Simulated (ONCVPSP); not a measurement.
# LDA (Perdew-Zunger) ONCV dataset for Ca (Z = 20), non-relativistic all-electron reference.

- Element: Ca (Z = 20)
- Generator: ONCVPSP 4.0.1
- Type: optimised norm-conserving Vanderbilt (ONCV)
- Functional: LDA (Perdew-Zunger)
- Relativity: non-relativistic
- Frozen core: [Ne]
- Valence charge: 10
- Reference configuration: 3s2 3p6 4s2
- Partial waves: 3s+4s: rc 2.10 bohr, ncon 4, nbas 8, qcut 6.9 1/bohr, 2 projectors; 3p: rc 1.25 bohr, ncon 3, nbas 7, qcut 7.5 1/bohr, 1 projector; d scattering state at 0.02 Ha: rc 1.90 bohr, ncon 4, nbas 8, qcut 5.5 1/bohr, 1 projector; f scattering state at 0.36 Ha: rc 1.80 bohr, ncon 4, nbas 8, qcut 6.5 1/bohr, 2 projectors, debl 1 Ha
- Local potential: polynomial inside 1.00 bohr (lpopt 5, dvloc0 1 Ha)
- Core correction: Teter function, fcfact 3.75, rcfact 1.65

In the d channel the program set the typed energies aside and used -0.083 Ha.

* Cutoffs needed: 14 Ha and 24 Ha (the cutoffs (Ha) at which the residual kinetic energy of the hardest occupied pseudo-wave falls to 1 and 0.1 mHa per electron) The cutoffs count occupied waves only; projector 1 of the d channel, the hardest unoccupied one, needs 35 Ha at the loose tolerance.
* Ghost test: no bound ghost flagged; no localised positive-energy state flagged
* Largest excitation error: +11 meV (all-electron minus pseudo) for 3s2 3p6 3d1 4s1, out of 4 test configurations
* rms error of d²Exc/dni dnj: 3.10 mHa without and 1.80 mHa with the model core
